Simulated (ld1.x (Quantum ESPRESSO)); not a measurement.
## Configuration tests for Cr (Z = 24) (TM semilocal)

ld1.x (Quantum ESPRESSO) 7.5 input, shortened:

```
&input
   title='Cr', zed=24., rel=0, dft='PZ', iswitch=3,
   config='[Ar] 3d5 4s0 4p0'
 /
 &inputp
   pseudotype=1, tm=.true., lloc=1,
   nlcc=.false.
 /
3
4S  1  0   0.00   0.00  2.40  2.40  0.0
3D  3  2   5.00   0.00  1.80  1.80  0.0
4P  2  1   0.00   0.00  2.65  2.65  0.0
 &test
   configts(1)='3d5 4s0 4p0'
 /
```

Energies are relative to the spin-unpolarised reference configuration 3d5 4s0 4p0; without spin polarisation the order of configurations can differ from experiment. Spin-polarised rows fill each open shell by Hund’s rule, majority spin first.

```tsv
valence configuration	charge	ΔE all-electron (eV)	error AE − PS (meV)
3d5 4s1 4p0	0	-7.015	+5.1
3d3 4s0 4p0	+3	47.652	-441
3d5.5 4s0.5 4p0	0	-6.378	+10
3d4 4s2 4p0	0	-6.847	-143
3d4 4s1 4p1	0	-3.270	-157
3d4 4s1 4p0	+1	1.368	-128
3d5 4s0 4p0 (spin-polarised)	+1	-4.474	+5963
3d5 4s1 4p0 (spin-polarised)	0	-11.939	+5832
```

(1) What are ΔE and the potential's error for 3d4 4s0 4p0?

Levels in the configuration 3d4 4s1 4p1:

```
level  all-electron (eV)  pseudo (eV)
   3d             -7.844       -8.146
   4s             -5.904       -5.902
   4p             -2.228       -2.212
```

Answers

(1) ΔE = 16.443 eV all-electron; the error (AE − PS) is -80 meV.
